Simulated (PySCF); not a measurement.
B3LYP has the VWN-RPA correlation part, as in Gaussian. Delta-SCF ions had no search for a lower state. Excitations are Tamm–Dancoff values on a coarser integration grid. The basis has no diffuse functions, so Rydberg states are missing or too high.

Z-matrix (Å, degrees):
```
Si
H 1 1.4760
H 1 1.4824 2 111.28
H 1 1.4824 2 111.26 3 121.26
C 1 1.9295 2 109.59 4 119.35
O 5 1.2077 1 123.25 2 -0.46
H 5 1.1171 6 119.18 1 179.98
```
Charge 0, multiplicity 1.

Question: Give the vertical ionisation energy (Delta-SCF), S1 excitation (TDA), dipole moment, HOMO and S1–T1 gap (TDA) at the level B3LYP-D3(BJ)/def2-TZVP in PySCF.

Answer: 
The vertical ionisation energy (Delta-SCF) is 9.60 eV, the S1 excitation (TDA) is 3.28 eV and the dipole moment comes out as 2.20 D. The HOMO is -6.95 eV and the S1–T1 gap (TDA) comes out as 0.73 eV.
